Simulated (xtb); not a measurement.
HBr, charge +1, doublet, at the geometry of the source list (a state made from the parent by changing its charge; the spin is typed, not shown lowest); GFN2-xTB (xtb).

Here is a job for xtb.
```
$ xtb mol.xyz --gfn 2 --chrg 1 --uhf 1 --json

# file mol.xyz
2

Br     0.70040000     0.00000000     0.00000000
H     -0.70040000     0.00000000     0.00000000
```

What the program printed (banner, timings and long lists left out):

```
   ID    Z sym.   atoms
    1   35 Br     1
    2    1 H      2

           -------------------------------------------------
          |                Calculation Setup                |
           -------------------------------------------------

           -------------------------------------------------
          |                 G F N 2 - x T B                 |
           -------------------------------------------------

          ...................................................
          :                      SETUP                      :
          :.................................................:
          :  # basis functions                  11          :
          :  # atomic orbitals                  10          :
          :  # shells                            4          :
          :  # electrons                         7          :
          :  max. iterations                   250          :
          :  Hamiltonian                  GFN2-xTB          :
          :  restarted?                      false          :
          :  GBSA solvation                  false          :
          :  PC potential                    false          :
          :  electronic temp.          300.0000000     K    :
          :  accuracy                    1.0000000          :
          :  -> integral cutoff          0.2500000E+02      :
          :  -> integral neglect         0.1000000E-07      :
          :  -> SCF convergence          0.1000000E-05 Eh   :
          :  -> wf. convergence          0.1000000E-03 e    :
          :  Broyden damping             0.4000000          :
          :  net charge                          1          :
          :  unpaired electrons                  1          :
          ...................................................

 iter      E             dE          RMSdq      gap      omega  full diag
   1     -3.9763413 -0.397634E+01  0.629E+00    9.04       0.0  T
   2     -3.9809843 -0.464294E-02  0.263E+00    8.69       1.0  T
   3     -3.9815252 -0.540919E-03  0.528E-01    8.52       1.0  T
   4     -3.9815381 -0.129466E-04  0.184E-01    8.59       1.0  T
   5     -3.9815481 -0.998425E-05  0.550E-02    8.57       1.3  T
   6     -3.9815484 -0.328634E-06  0.937E-03    8.57       7.5  T
   7     -3.9815484  0.196224E-08  0.978E-03    8.57       7.2  T
   8     -3.9815484 -0.175077E-07  0.842E-04    8.57      84.0  T
   9     -3.9815484 -0.124613E-09  0.109E-04    8.57     645.9  T

[...]
         :: total energy              -3.972241280795 Eh    ::
[...]
         3        1.5000           -0.8202740             -22.3208
         4        1.5000           -0.8202740             -22.3208 (HOMO)
         5                         -0.5053535             -13.7514 (LUMO)
         6                         -0.3352496              -9.1226
         7                         -0.3352496              -9.1226
         8                         -0.3343227              -9.0974
         9                         -0.3343227              -9.0974
        10                          0.3862466              10.5103
      -------------------------------------------------------------
                  HL-Gap            0.3149205 Eh            8.5694 eV
             Fermi-level           -0.7415439 Eh          -20.1784 eV

     #   Z          covCN         q      C6AA      α(0)
     1  35 Br       0.872     0.546   170.542    21.056
     2   1 H        0.872     0.454     0.392     0.980

 Mol. C6AA /au·bohr⁶  :        187.273202
 Mol. C8AA /au·bohr⁸  :      11239.682945
 Mol. α(0) /au        :         22.035471

Wiberg/Mayer (AO) data.
largest (>0.10) Wiberg bond orders for each atom

 ---------------------------------------------------------------------------
     #   Z sym  total        # sym  WBO       # sym  WBO       # sym  WBO
 ---------------------------------------------------------------------------
     1  35 Br   0.794 --     2 H    0.794
     2   1 H    0.794 --     1 Br   0.794
 ---------------------------------------------------------------------------

Topologies differ in total number of bonds
Writing topology from bond orders to xtbtopo.mol

molecular dipole:
                 x           y           z       tot (Debye)
 q only:        0.121       0.000       0.000
   full:        0.016      -0.000      -0.000       0.041
molecular quadrupole (traceless):
                xx          xy          yy          xz          yz          zz
 q only:        1.752       0.000      -0.876       0.000       0.000      -0.876
  q+dip:        2.010      -0.000      -1.005      -0.000       0.000      -1.005
   full:        1.710      -0.000      -0.855      -0.000       0.000      -0.855

           -------------------------------------------------
          | TOTAL ENERGY               -3.972241280795 Eh   |
          | GRADIENT NORM               0.022699275357 Eh/α |
          | HOMO-LUMO GAP               8.569422252879 eV   |
           -------------------------------------------------

normal termination of xtb
```
